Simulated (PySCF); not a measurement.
Isomers of C6H5ClO2, one GFN2-xTB conformer each. Single-point energies are computed at PBE0/pcSseg-1 (PySCF, gas phase, no added dispersion term), electronic only.

```csv
SMILES,GFN2-xTB relative energy (kJ/mol)
Cc1ccoc1C(=O)Cl,0.9
Cc1ccc(C(=O)Cl)o1,0.0
Cc1coc(C(=O)Cl)c1,7.0
Cc1ccc(Cl)oc1=O,9.7
C[C@H]1C(=O)C=C(Cl)C1=O,87.2
```

Conformers: `[CH3:1][c:2]1[cH:3][cH:4][o:5][c:6]1[C:7](=[O:8])[Cl:9]` with O5–C6–C7–O8 180°; `[CH3:1][c:2]1[cH:3][cH:4][c:5]([C:6](=[O:7])[Cl:8])[o:9]1` with C4–C5–C6–O7 0°; `[CH3:1][c:2]1[cH:3][o:4][c:5]([C:6](=[O:7])[Cl:8])[cH:9]1` with O4–C5–C6–O7 179°.

Question: What does PBE0/pcSseg-1 give for the same structures?

Answer: 
| SMILES | PBE0/pcSseg-1 E (Eh) | PBE0/pcSseg-1 (kJ/mol) | GFN2-xTB (kJ/mol) | point group |
| --- | --- | --- | --- | --- |
| Cc1ccc(C(=O)Cl)o1 | -841.64634 | 0.0 | 0.0 | Cs |
| Cc1ccc(Cl)oc1=O | -841.64363 | 7.1 | 9.7 | Cs |
| Cc1ccoc1C(=O)Cl | -841.64306 | 8.6 | 0.9 | – |
| Cc1coc(C(=O)Cl)c1 | -841.64131 | 13.2 | 7.0 | Cs |
| C[C@H]1C(=O)C=C(Cl)C1=O | -841.63571 | 27.9 | 87.2 | C1 |

Both levels put the same isomer lowest; measured from each level's own lowest isomer, the values differ by up to 59.3 kJ/mol (C[C@H]1C(=O)C=C(Cl)C1=O: 87.2 against 27.9). As drawn, the lowest has an aromatic ring, which the highest lacks; the highest has a C=C bond outside aromatic rings, which the lowest lacks. Neighbours under 10 kJ/mol apart (Cc1ccc(C(=O)Cl)o1 and Cc1ccc(Cl)oc1=O; Cc1ccc(Cl)oc1=O and Cc1ccoc1C(=O)Cl; Cc1ccoc1C(=O)Cl and Cc1coc(C(=O)Cl)c1) can change places with a better method, another conformer or zero-point energy.

Question: Which frontier levels, dipoles and rotational constants go with these structures?

Answer: 
```tsv
SMILES	HOMO (eV, PBE0/pcSseg-1)	LUMO (eV)	dipole (D)	A, B, C (MHz)
Cc1ccc(C(=O)Cl)o1	-7.29	-2.00	5.31	2803, 955.2, 715.5
Cc1ccc(Cl)oc1=O	-6.94	-1.91	4.34	3213, 928.6, 723.6
Cc1ccoc1C(=O)Cl	-7.46	-2.00	4.65	2394, 1155, 782.9
Cc1coc(C(=O)Cl)c1	-7.44	-2.08	5.04	3735, 812.4, 670.0
C[C@H]1C(=O)C=C(Cl)C1=O	-7.74	-3.03	0.70	2355, 1075, 778.1
```

Question: As an exercise, what shares would exp(−E/RT) give at 500 K from these electronic energies alone (no entropy, no degeneracies)?

Answer: RT = 4.157 kJ/mol: Cc1ccc(C(=O)Cl)o1 74.0 %, Cc1ccc(Cl)oc1=O 13.4 %, Cc1ccoc1C(=O)Cl 9.4 %, Cc1coc(C(=O)Cl)c1 3.1 %, C[C@H]1C(=O)C=C(Cl)C1=O 0.1 %.
